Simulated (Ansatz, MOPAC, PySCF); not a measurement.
Lewis adduct: AlH3 (SMILES [AlH3]) (first 4 atoms) with H2S (SMILES S); geometry from B3LYP-D3(BJ)/def2-TZVP, rigid monomers moved along the line of their centres of mass till Al1···S5 is 2.32 Å.
(charge 0, multiplicity 1):
| atom | x (Å) | y (Å) | z (Å) |
|---|---|---|---|
| Al | -0.2520 | -0.1264 | 0.4923 |
| H | -1.0017 | -1.4932 | 0.8004 |
| H | -1.1170 | 1.1968 | 0.3387 |
| H | 1.1968 | -0.1837 | -0.1560 |
| S | 0.4970 | 0.3594 | 2.6321 |
| H | 1.0028 | -0.8493 | 2.9343 |
| H | -0.6500 | 0.1236 | 3.2932 |

Monomers are frozen at their geometry in the pair; levels with a basis set take the counterpoise correction. Rows marked so take none.

Cores are frozen in the correlated methods. CBS(a, b) extrapolates the correlation energy as X⁻³ and adds the Hartree–Fock energy of set b. Rows in 6-311+G**, 6-31G* carry no dispersion term and start afresh at each structure (6-31G* with six Cartesian d functions). MP2/6-31G* freezes PySCF's default core. The state reached by AM1, PM3, PM6, PM7 isn't checked; PM7 holds dispersion and hydrogen-bond terms.

The values were computed with Ansatz (a quantum-chemistry and plane-wave program); MOPAC for AM1, PM3, PM6, PM7 (differences of heats of formation); PySCF for 6-311+G** rows, 6-31G* rows, the dispersion terms. Values without a source in brackets are computed.

Other levels give for the interaction energy: PBE/def2-TZVPPD -545.9; B3LYP/def2-TZVPPD -384.5; B3LYP-D3(BJ)/def2-TZVPPD -513.3; wB97M-V/def2-TZVPPD -529.8; CCSD(T)/CBS(aug-cc-pV(D+d)Z, aug-cc-pV(T+d)Z) -513.2 meV.

Common cheap choices:

```tsv
level	interaction energy (meV)	less -513.2 (CCSD(T)/CBS(aug-cc-pV(D+d)Z, aug-cc-pV(T+d)Z))
AM1	-1079.0	-565.8
PM3	-1511.1	-997.9
PM6	-533.3	-20.0
PM7	-1274.4	-761.2
HF/6-31G*	-186.7	326.5
HF/6-31G* (no counterpoise)	-227.3	285.9
B3LYP/6-311+G** (no counterpoise)	-340.5	172.7
MP2/6-31G*	-304.0	209.2
```
